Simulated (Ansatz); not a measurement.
Species: CH3Si, SMILES `C=[SiH]` (charge 0, multiplicity 2), formula CH3Si.

Question: How many basis functions does frozen-core CCSD(T)/def2-TZVPP // PBE0-D3(BJ)/def2-TZVP in Ansatz (an electronic-structure program) use, how many core orbitals are frozen, and how many electrons are correlated?

Answer: 115 basis functions and 6 frozen orbitals, which leaves 11 correlated electrons. Core time is of the order of seconds.
